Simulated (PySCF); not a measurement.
# Excitation energy of Ge by level of theory

Ge [Ar] 3d10 4s2 4p2 (3P) → Ge [Ar] 3d10 4s2 4p1 4d1 (high-spin determinant), as a difference of total energies. Computed with PySCF 2.14 in x2c-TZVPPall with one added diffuse shell each of s, p, d type (7s6p5d1f, 57 functions), with the spin-free X2C one-electron Hamiltonian (Gaussian nucleus). Correlated levels: valence and next inner shell: [Ne] frozen. The calculations carry no spin-orbit coupling.

```csv
method,excitation energy (eV)
UHF,6.467
MP2 (valence and next inner shell),6.728
SCS-MP2 (valence and next inner shell),6.649
CCSD (valence and next inner shell),6.522
CCSD(T) (valence and next inner shell),6.400
```

Question: How much does correlation contribute at CCSD(T) (valence and next inner shell)?

Answer: 6.400 − (6.467) = -0.067 eV, measured against UHF.

A first-order spin-orbit estimate (lowest level to lowest level, LS coupling) adds 0.018 eV.

The promoted electron is Rydberg-like, and one or two diffuse shells describe it only roughly, which tends to raise the upper state.

The coupled-cluster amplitudes are large for the upper state (T1 above 0.03 or a double amplitude above 0.15), so a single reference is strained.

The determinant of the upper state mixes LS terms, which raises its energy above the lowest term, most at the Hartree-Fock and MP2 levels.
